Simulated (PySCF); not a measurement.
# Deuteron quadrupole couplings in `Fc1ccc([SiH3])nc1`

Compound: C5H6FNSi.
Z-matrix (Å and degrees, GFN2-xTB geometry), rows numbered from 1:
```
F 
C   1  1.3478
C   2  1.3839  1  119.96
C   3  1.3841  2  117.24  1  -179.93
C   4  1.3927  3  119.80  2    -0.01
Si  5  1.8948  4  124.39  3  -179.46
N   5  1.3312  4  121.37  3     0.00
C   7  1.3174  5  119.80  4     0.01
H   3  1.0797  2  120.46  1     0.04
H   4  1.0795  3  120.31  2   179.93
H   6  1.4591  5  108.65  4  -131.83
H   6  1.4623  5  108.59  4   107.18
H   6  1.4664  5  107.61  4   -11.73
H   8  1.0816  2  121.03  1    -0.00
```

Level: PBE0/pcSseg-1 (PySCF, non-relativistic); Q(2H) = 0.00286 b; rigid geometry, the same for H and D, with no vibrational averaging.

Question: Give the electric field gradient Vzz (the principal value of largest size), its asymmetry and the 2H coupling at each hydrogen.

Answer: 
| atom | bonded to | bond length (Å) | Vzz (au) | η | χzz (kHz) |
| --- | --- | --- | --- | --- | --- |
| H9 | C3 | 1.080 | 0.3258 | 0.05 | 219 |
| H10 | C4 | 1.079 | 0.3251 | 0.06 | 218 |
| H11 | Si6 | 1.459 | 0.1656 | 0.01 | 111 |
| H12 | Si6 | 1.462 | 0.1636 | 0.01 | 110 |
| H13 | Si6 | 1.466 | 0.1599 | 0.03 | 107 |
| H14 | C8 | 1.082 | 0.3195 | 0.06 | 215 |

Question: Average by the element that carries the hydrogen.

Answer: on C: 217 kHz over 3 positions, mean bond length 1.080 Å; on Si: 110 kHz over 3 positions, mean bond length 1.463 Å.

Question: Give the 2H NMR doublet splittings at H12 for a magnetic field along the z, y and x axes of the gradient: 3χ/2, 3χ(1 + η)/4, 3χ(1 − η)/4.

Answer: With |χ| = 109.9 kHz and η = 0.008: 165, 83 and 82 kHz, to first order and without motion.

Geometry: GFN2-xTB; no solvent, vibrations or thermal averaging. GFN2-xTB frequencies show an imaginary mode (35i cm⁻¹), so this geometry is no minimum at that level. GFN2-xTB bond lengths can be off by several hundredths of an ångström, more for odd bonds, and the gradients follow them. The small basis limits the accuracy of the gradients.
